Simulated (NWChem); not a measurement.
# CH$_{4}$OSSi, singlet; SMILES CO[Si]S

Results from NWChem. Pople sets run with spherical d functions. Low-valent species are run as closed-shell singlets; no triplet was tried in these runs. Each level has its own optimisation; frequencies are unscaled. One conformer.

```tsv
level	r O–Si (Å)	r S–Si (Å)	r C–O (Å)	r H–S (Å)	highest harmonic frequency (cm⁻¹)	lowest (cm⁻¹)	zero-point energy (kcal/mol)	dipole (D)
Hartree-Fock/6-31G*	1.637	2.156	1.406	1.328	3306	106	35.4	2.47
PBE/def2-SVP	1.692	2.180	1.417	1.363	3036	123	31.7	1.48
Hartree-Fock/STO-3G	1.661	2.110	1.423	1.328	3675	37	39.1	2.25
PBE0/def2-SVP	1.669	2.157	1.404	1.352	3139	124	32.9	1.60
```
